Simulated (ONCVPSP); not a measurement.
## F (Z = 9): one change to an ONCV potential, before and after

| Quantity | Value |
| --- | --- |
| Element | F (Z = 9) |
| Generator | ONCVPSP 4.0.1 |
| Type | optimised norm-conserving Vanderbilt (ONCV) |
| Functional | PBE |
| Relativity | non-relativistic |
| Frozen core | [He] |
| Valence charge | 7 |
| Reference configuration | 2s2 2p3 (charge +2) |
| Partial waves | 2s: rc 0.80 bohr, ncon 3, nbas 7, qcut 10.4 1/bohr, 1 projector; 2p: rc 1.20 bohr, ncon 4, nbas 8, qcut 10.2 1/bohr, 2 projectors, debl 2.2 Ha |
| Local potential | polynomial inside 0.70 bohr (lpopt 5, dvloc0 0 Ha) |
| Core correction | Teter function fitted to the true core (icmod 2), fcfact 0.4 |

Change: s: rc 1.18.

Cutoffs: the cutoffs (Ha) at which the residual kinetic energy of the hardest occupied pseudo-wave falls to 1 and 0.1 mHa per electron; they do not see the model core or the augmentation charge, which bear on the density cutoff. Errors are all-electron minus pseudo energies relative to the spin-unpolarised reference configuration.

Q: Predict the effect on cutoff, ghosts and configuration errors.

A: The potential gets softer (46 Ha and 80 Ha → 42 Ha and 49 Ha); of the 4 tests that both files solve, the error grows in 4 and shrinks in 0 by more than 15 % and 0.3 meV (median size 157.7 → 188.0 meV); neither file shows a bound ghost. A larger radius leaves more room for a smooth pseudo-wave, so fewer plane waves are needed. More of the atom is replaced by a form fitted at one configuration, so other configurations suffer.

| quantity | base | changed |
| --- | --- | --- |
| cutoff, loose | 46 Ha | 42 Ha |
| cutoff, tight | 80 Ha | 49 Ha |
| loose cutoff by channel | s 46 Ha, p 42 Ha | s 32 Ha, p 42 Ha |
| bound ghosts | none | none |
| GHOST(+) flags under 300 eV | none | none |
| error for 2s2 2p5, meV [ΔE -57.80 eV] | +161 | +195 |
| error for 2s2 2p4, meV [ΔE -38.39 eV] | +67 | +81 |
| error for 2s2 2p2, meV [ΔE 60.64 eV] | +155 | +181 |
| error for 2s1 2p6, meV [ΔE -39.07 eV] | +337 | +433 |
| p: phases at 1.22 bohr within 0.05 rad from the reference energy up to (Ha; the scan ends near 5) | to the end of the scan | to the end of the scan |
| rms error of d²Exc/dni dnj with the model core, mHa | 3.50 | 3.71 |
